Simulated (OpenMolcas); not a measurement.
An atom or ion with 44 electrons was computed by XMS-CASPT2, IPEA 0.25 Eh, imaginary shift 0.1 Eh with spin-orbit coupling (OpenMolcas, ANO-RCC-VTZP, DKH2). The lowest levels that the run gave, each within 12 % of the measured value where one is at hand:

```
J  Parity  E (eV)      g
4    even  0.0000  1.249
3    even   0.294  1.084
2    even   0.443  0.696
2    even   1.091  1.259
1    even   1.406  1.501
0    even   1.436       
2    even   1.490  1.212
4    even   1.929  1.001
0    even   4.470
```

Problem. Which ion is it, and what are the configurations and terms?

Solution. Rh+ (Z = 45, charge +1; active space 8 electrons in 5 orbitals (4d)). J, parity and g give the terms where levels are pure, and mixed ones are named by the computed weights; the size of the splittings, set against known spectra of the 44-electron sequence, gives the charge. In order, with the measured energies in eV (NIST Handbook of Basic Atomic Spectroscopic Data): 4d8 3F4, 4d8 3F3 (0.2977), 4d8 3F2 (0.4440), 4d8 3P2 [55 %] (1.0123), 4d8 3P1 (1.3037), 4d8 3P0 (1.3342), 4d8 1D2 [53 %], 4d8 1G4 (1.8418), 4d8 1S0.

CASPT2 does not keep the components of a term degenerate, so their means are used; among the terms shown or strongly mixed into the levels shown the widest spread is 1100 cm-1 (4d8 1G). Configurations with an s electron lie low at this charge and mix in, so terms can be misplaced. The CASPT2 spread within a term exceeds the gap to the next term for 4d8 1D and 4d8 3P, so the order of their levels is uncertain, and so are names and mixing where such terms share a J. Measured partners are found by configuration, term and J. A level has none where our copy of the source lacks it or the pairing is in doubt (some pairs that miss far off the trend of their configuration count as doubtful), and it then counts in no deviation. Levels of configurations outside the active space are missing.

A share in square brackets marks a mixed level and gives the weight of the term that names it.
